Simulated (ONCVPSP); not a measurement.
## u(r) = r·R(r): atom against pseudo-atom (N)

Columns: radius, all-electron u(r) and pseudo u(r) of the 2p shell (level -7.24 eV) of nitrogen in the configuration [He] 2s2 2p3; LDA (Perdew-Wang 92), scalar-relativistic, ONCV scheme, ONCVPSP 4.0.1.

```tsv
r (bohr)	all-electron	pseudo
0.090	0.0613	0.0246
0.180	0.1849	0.0948
0.270	0.3202	0.2004
0.360	0.4445	0.3272
0.450	0.5492	0.4589
0.540	0.6320	0.5808
0.630	0.6939	0.6818
0.720	0.7367	0.7557
0.810	0.7634	0.8011
0.900	0.7765	0.8208
0.990	0.7787	0.8203
1.080	0.7723	0.8057
1.170	0.7593	0.7827
1.260	0.7413	0.7556
1.350	0.7197	0.7271
1.440	0.6955	0.6986
1.530	0.6695	0.6705
1.620	0.6424	0.6426
1.710	0.6148	0.6148
1.800	0.5871	0.5871
1.890	0.5595	0.5595
1.980	0.5323	0.5323
2.070	0.5057	0.5057
2.160	0.4799	0.4799
2.250	0.4548	0.4548
2.340	0.4306	0.4306
```

Question: How many radial nodes do the two functions have?

Answer: The all-electron 2p function has n − l − 1 = 0; the pseudo-wave has 0.

Question: At about which radius was the pseudo-wave matched?

Answer: 1.80 bohr. The columns agree to 0.0005 from 1.62 bohr on; several derivatives are matched, so the curves merge somewhat inside the radius.

Question: Is the pseudo-wave norm-conserving?

Answer: Yes: the ONCV scheme keeps the norm inside the radius equal to the all-electron one, which fixes the energy derivative of the logarithmic derivative at the level.
